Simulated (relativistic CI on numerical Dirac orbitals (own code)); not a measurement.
# Electric-dipole lines of W VI

Computed by Dirac-Coulomb-Breit CI, separate exchange-only KLI orbitals for each configuration, model QED (radiative potential, 1s self-energy scaled to tabulated hydrogen-like ionisation energies), valence Slater integrals scaled by 0.85, P86 correlation energy added to each configuration (own radial code, finite nucleus).

Configuration list (outside the closed core [Kr] 4d10): 4f¹⁴5s²5p⁶5d, 4f¹⁴5s²5p⁶6s, 4f¹⁴5s²5p⁶5f, 4f¹⁴5s²5p⁶6p, 4f¹⁴5s²5p⁶5g, 4f¹⁴5s²5p⁵5d², 4f¹⁴5s²5p⁶6d, 4f¹⁴5s²5p⁶7s, 4f¹⁴5s²5p⁶7p, 4f¹³5s²5p⁶5d², 4f¹⁴5s²5p⁶6f, 4f¹⁴5s²5p⁶7d, 4f¹⁴5s²5p⁶8s, 4f¹⁴5s²5p⁶8p, 4f¹⁴5s²5p⁵5d5f, 4f¹³5s²5p⁶5d6s, 4f¹⁴5s5p⁶5d², 4f¹⁴5s²5p⁵5d5g, 4f¹⁴5s²5p⁵5d6s, 4f¹³5s²5p⁶5d6p, 4f¹⁴5s²5p⁵5d6p, 4f¹⁴5s5p⁶5d5f, 4f¹³5s²5p⁶5d6d, 4f¹³5s²5p⁶5d5f, 4f¹³5s²5p⁶5d7s. Double excitations out of closed p, d and f shells are left out; levels of such configurations are missing from the list, as are those of other unlisted configurations, and high levels can miss mixing partners.

```csv
λ vac (nm),Lower,Upper,A (s⁻¹),E lower (eV),E upper (eV)
19.801,4f¹⁴5s²5p⁶5d ²D5/2 [2],4f¹⁴5s²5p⁵5d6s ²F°7/2 [347],1.37e+10,1.0055,63.6197
20.970,4f¹⁴5s²5p⁶5d ²D3/2 [1],4f¹⁴5s²5p⁵5d² ²D°3/2 [241],4.25e+11,0.0000,59.1246
21.333,4f¹⁴5s²5p⁶5d ²D5/2 [2],4f¹⁴5s²5p⁵5d² ²D°3/2 [241],3.21e+10,1.0055,59.1246
21.364,4f¹⁴5s²5p⁶5d ²D3/2 [1],4f¹⁴5s²5p⁵5d6s ⁴D°3/2 [218],2.74e+10,0.0000,58.0338
21.372,4f¹⁴5s²5p⁶5d ²D5/2 [2],4f¹⁴5s²5p⁵5d² ²D°5/2 [239],4.35e+11,1.0055,59.0177
21.479,4f¹⁴5s²5p⁶5d ²D5/2 [2],4f¹⁴5s²5p⁵5d² ²P°3/2 [233],3.03e+11,1.0055,58.7301
21.522,4f¹⁴5s²5p⁶5d ²D3/2 [1],4f¹⁴5s²5p⁵5d² ²P°1/2 [210],1.89e+11,0.0000,57.6068
21.836,4f¹⁴5s²5p⁶5d ²D5/2 [2],4f¹⁴5s²5p⁵5d² ²F°7/2 [212],2.91e+11,1.0055,57.7848
22.275,4f¹⁴5s²5p⁶5d ²D3/2 [1],4f¹⁴5s²5p⁵5d² ²P°1/2 [195],1.02e+11,0.0000,55.6600
22.949,4f¹⁴5s²5p⁶5d ²D3/2 [1],4f¹⁴5s²5p⁵5d² ²D°5/2 [192],5.21e+10,0.0000,54.0260
23.264,4f¹⁴5s²5p⁶5d ²D3/2 [1],4f¹⁴5s²5p⁵5d² ²F°5/2 [188],2.36e+11,0.0000,53.2956
23.796,4f¹⁴5s²5p⁶5d ²D5/2 [2],4f¹⁴5s²5p⁵5d6s ²F°7/2 [187],2.52e+10,1.0055,53.1085
25.805,4f¹⁴5s²5p⁶5d ²D3/2 [1],4f¹⁴5s²5p⁵5d² ⁴G°5/2 [134],2.76e+10,0.0000,48.0473
25.891,4f¹⁴5s²5p⁶5d ²D3/2 [1],4f¹⁴5s²5p⁶8p ²P°1/2 [132],2.96e+10,0.0000,47.8869
26.062,4f¹⁴5s²5p⁶6s ²S1/2 [3],4f¹⁴5s²5p⁵5d6s ⁴D°3/2 [218],5.16e+10,10.4611,58.0338
26.169,4f¹⁴5s²5p⁶6s ²S1/2 [3],4f¹⁴5s²5p⁵5d6s ⁴D°1/2 [214],4.41e+10,10.4611,57.8400
26.231,4f¹⁴5s²5p⁶5d ²D5/2 [2],4f¹⁴5s²5p⁶8p ²P°3/2 [136],1.98e+10,1.0055,48.2725
26.356,4f¹⁴5s²5p⁶5d ²D5/2 [2],4f¹⁴5s²5p⁵5d² ⁴G°5/2 [134],1.88e+10,1.0055,48.0473
26.460,4f¹⁴5s²5p⁶5d ²D5/2 [2],4f¹⁴5s²5p⁶8p ²P°3/2 [131],2.58e+10,1.0055,47.8624
26.485,4f¹⁴5s²5p⁶5d ²D3/2 [1],4f¹⁴5s²5p⁵5d² ²F°5/2 [125],3.07e+10,0.0000,46.8124
26.969,4f¹⁴5s²5p⁶5d ²D5/2 [2],4f¹⁴5s²5p⁵5d² ²G°7/2 [126],5.05e+10,1.0055,46.9789
27.067,4f¹⁴5s²5p⁶5d ²D5/2 [2],4f¹⁴5s²5p⁵5d² ²F°5/2 [125],2.36e+10,1.0055,46.8124
27.325,4f¹⁴5s²5p⁶5d ²D3/2 [1],4f¹⁴5s²5p⁵5d² ²D°3/2 [120],2.44e+10,0.0000,45.3736
37.632,4f¹⁴5s²5p⁶5d ²D3/2 [1],4f¹⁴5s²5p⁶5f ²F°5/2 [7],1.32e+10,0.0000,32.9462
38.719,4f¹⁴5s²5p⁶5d ²D5/2 [2],4f¹⁴5s²5p⁶5f ²F°7/2 [8],1.56e+10,1.0055,33.0273
55.992,4f¹³5s²5p⁶5d² ⁴I°13/2 [20],4f¹³5s²5p⁶5d6p ⁴H11/2 [225],4.74e+09,36.2512,58.3944
56.814,4f¹³5s²5p⁶5d² ⁴I°15/2 [24],4f¹³5s²5p⁶5d6p ⁴H13/2 [229],5.66e+09,36.8191,58.6420
56.887,4f¹³5s²5p⁶5d² ²K°15/2 [44],4f¹³5s²5p⁶5d6p ²I13/2 [261],7.04e+09,37.9516,59.7462
57.048,4f¹³5s²5p⁶5d² ⁴F°9/2 [16],4f¹³5s²5p⁶5d6p ⁴D7/2 [211],4.77e+09,36.0043,57.7376
57.864,4f¹³5s²5p⁶5d² ²I°11/2 [14],4f¹³5s²5p⁶5d6p ²H9/2 [201],5.50e+09,35.4966,56.9233
60.175,4f¹³5s²5p⁶5d² ²I°11/2 [14],4f¹³5s²5p⁶5d6p ²I11/2 [197],2.81e+09,35.4966,56.1007
61.836,4f¹⁴5s²5p⁶5d ²D5/2 [2],4f¹⁴5s²5p⁶6p ²P°3/2 [5],5.36e+09,1.0055,21.0561
65.417,4f¹⁴5s²5p⁶5d ²D3/2 [1],4f¹⁴5s²5p⁶6p ²P°1/2 [4],5.15e+09,0.0000,18.9530
88.670,4f¹⁴5s²5p⁶6p ²P°3/2 [5],4f¹⁴5s²5p⁶7s ²S1/2 [10],4.34e+09,21.0561,35.0388
89.785,4f¹⁴5s²5p⁶6p ²P°1/2 [4],4f¹⁴5s²5p⁶6d ²D3/2 [6],5.09e+09,18.9530,32.7621
98.966,4f¹⁴5s²5p⁶5f ²F°5/2 [7],4f¹⁴5s²5p⁶5g ²G7/2 [122],5.69e+09,32.9462,45.4742
99.621,4f¹⁴5s²5p⁶5f ²F°7/2 [8],4f¹⁴5s²5p⁶5g ²G9/2 [121],5.89e+09,33.0273,45.4729
103.00,4f¹⁴5s²5p⁶6p ²P°3/2 [5],4f¹⁴5s²5p⁶6d ²D5/2 [9],4.77e+09,21.0561,33.0939
107.98,4f¹⁴5s²5p⁶6d ²D5/2 [9],4f¹⁴5s²5p⁶6f ²F°7/2 [117],2.40e+09,33.0939,44.5756
108.76,4f¹⁴5s²5p⁶6d ²D3/2 [6],4f¹⁴5s²5p⁶6f ²F°5/2 [116],1.49e+09,32.7621,44.1616
111.06,4f¹⁴5s²5p⁶6d ²D3/2 [6],4f¹³5s²5p⁶5d² ²F°5/2 [115],8.63e+08,32.7621,43.9255
117.02,4f¹⁴5s²5p⁶6s ²S1/2 [3],4f¹⁴5s²5p⁶6p ²P°3/2 [5],1.86e+09,10.4611,21.0561
196.15,4f¹⁴5s²5p⁶6d ²D5/2 [9],4f¹⁴5s²5p⁶7p ²P°3/2 [71],8.93e+08,33.0939,39.4149
218.08,4f¹⁴5s²5p⁶7p ²P°3/2 [71],4f¹⁴5s²5p⁶7d ²D5/2 [119],1.31e+09,39.4149,45.1003
283.32,4f¹⁴5s²5p⁶7s ²S1/2 [10],4f¹⁴5s²5p⁶7p ²P°3/2 [71],4.64e+08,35.0388,39.4149
```

Terms are leading LS components. Brackets give the number of a level in order of energy, since labels repeat. The list gives strong lines, with weight on those to low levels, without lines whose two gauges differ by over a factor of 2.5, among the lowest 355 of 1113 levels, so that lines to higher ones, which can be the strongest, are missing. Levels whose partners in the same complex of configurations lie outside the list can be far off, and so can their lines. Rates are taken at the computed energies, electric ones in the length gauge.

At this charge configurations can still be misplaced by up to about 7 % of their energy. Levels and lines within the n = 5 or 6 shells can be off by up to 10 % or somewhat more, and those that change n by about 2 %, since core polarisation is missing. 8 of the 8 excited levels that our extract of the measured tables holds in this range could be paired (the sources list more); they are missed by 3588 cm⁻¹ on average and 5313 at most, and levels without a partner can miss by more. Levels that differ in their count of f electrons can be misplaced by several ten thousand cm⁻¹, since the correlation energy of f electrons is missing or only estimated; rates across such gaps can be off by orders of magnitude.

LS names give the leading component of a level, which can be under half, so a name can repeat, a term be missing and a line seem to break the LS rules.
